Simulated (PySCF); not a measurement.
## `C=C(C)C[C@H](C)O[SiH3]`, C6H14OSi

Geometry:
```csv
atom,x (Å),y (Å),z (Å)
C1,1.765,-1.287,0.252
C2,1.383,-0.140,-0.328
C3,2.024,0.365,-1.599
C4,0.279,0.714,0.260
C5,-1.063,0.637,-0.495
C6,-2.098,1.607,0.073
O7,-1.554,-0.693,-0.396
Si8,-2.176,-1.647,-1.611
H9,1.295,-1.645,1.175
H10,2.561,-1.909,-0.176
H11,2.826,-0.308,-1.946
H12,1.288,0.461,-2.420
H13,2.461,1.372,-1.449
H14,0.599,1.774,0.278
H15,0.083,0.411,1.304
H16,-0.888,0.893,-1.561
H17,-1.749,2.652,-0.002
H18,-3.053,1.522,-0.475
H19,-2.292,1.377,1.136
H20,-3.554,-1.211,-2.016
H21,-2.240,-3.036,-1.076
H22,-1.305,-1.595,-2.831
```

Theory: UKS B3LYP/def2-SV(P) four-point reorganisation energy, gas phase in PySCF. Geometry: B3LYP/def2-SV(P).

The conformer changes in this relaxation, which adds to the reorganisation energy.

(1) What is the inner reorganisation energy for hole transfer, with the ionisation energy?

Answers

(1) λ = 0.452 (surface of the oxidised species) + 0.644 (surface of the starting species) = 1.096 eV. The ionisation energy is 8.91 eV vertical and 8.46 eV adiabatic without zero-point energy; at the relaxed geometry of the oxidised species the two energies differ by 7.82 eV. Largest bond changes: C4–C5 1.541 → 1.615 Å, C1–C2 1.341 → 1.397 Å, Si8–H22 1.500 → 1.539 Å, C2–C4 1.515 → 1.477 Å, C5–O7 1.422 → 1.395 Å. ⟨S²⟩ of the relaxed oxidised species 0.753.
